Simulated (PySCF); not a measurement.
Species: C5H9F3O2Si.
SMILES with atom numbers: `[OH:1][Si@@H:2]1[CH2:3][C@H:4]([CH2:5][C:6]([F:7])([F:8])[F:9])[CH2:10][O:11]1`

Cartesian coordinates in Å at the GFN2-xTB level; atoms count from 1:
```xyz
20
C5H9F3O2Si angstrom
O     -3.8103    0.1365   -0.2672
Si    -2.3330    0.7829   -0.1618
C     -0.8794    0.0341   -1.1410
C      0.2714    0.2816   -0.1654
C      1.4750   -0.6199   -0.4483
C      2.6541   -0.3289    0.4574
F      3.7673   -0.9568    0.0385
F      2.9580    0.9757    0.5150
F      2.4595   -0.7297    1.7238
C     -0.2942    0.0955    1.2564
O     -1.6487    0.4585    1.2883
H     -4.0228   -0.6996    0.1418
H     -2.5605    2.1945   -0.4114
H     -0.6690    0.4830   -2.1070
H     -1.0107   -1.0377   -1.3000
H      0.5820    1.3262   -0.2657
H      1.2141   -1.6725   -0.3167
H      1.8160   -0.4693   -1.4752
H      0.2456    0.7095    1.9822
H     -0.2196   -0.9529    1.5683
```

Definitions: NICS(0) = −σiso at the ring centroid; NICS(1) = −σiso and NICS(1)zz = −σzz at ±1 Å along the ring normal z. Level: GIAO PBE0/pcSseg-1 (PySCF, non-relativistic, gas phase) on the GFN2-xTB geometry, one conformer.

Ring bond lengths (Å), with Mayer bond orders in brackets: Si2–C3 1.906 (0.85), C3–C4 1.529 (1.00), C4–C10 1.541 (0.98), C10–O11 1.403 (0.90), O11–Si2 1.636 (0.98).

Problem. Give the NICS values of each ring in ppm.

Solution. 
```csv
ring,type,NICS(0),"NICS(1), two faces","NICS(1)zz, two faces",rms pucker (Å),"centre to ring atoms, mean (Å)"
Si2–C3–C4–C10–O11,5-membered ring with O and Si; formal bonds all single,-5.3,-3.0 / -3.5,-1.3 / -2.8,0.17,1.34
```

Problem. What can be read from them?

Solution. 
- Si2–C3–C4–C10–O11: mean NICS(1)zz -2.1 ppm, near zero. Si2, C3, C4, C10 have four or more neighbours, so the value isn't read as a sign of a π ring current.

Problem. What field does 9.4 T along the ring normal induce along that normal at the second NICS(1) probe listed for ring Si2–C3–C4–C10–O11, 1 Å off the ring?

Solution. NICSzz × B0 = -2.8 ppm × 9.4 T = -26 μT, against the applied field.

Problem. Give the inner angles of the rings and the Hirshfeld charges of the ring atoms.

Solution. 
- Si2–C3–C4–C10–O11: Si2 93.4° (+0.469 e), C3 100.5° (-0.173 e), C4 107.0° (-0.033 e), C10 110.1° (-0.004 e), O11 115.8° (-0.242 e); sum 526.8° against 540° for a flat convex ring.
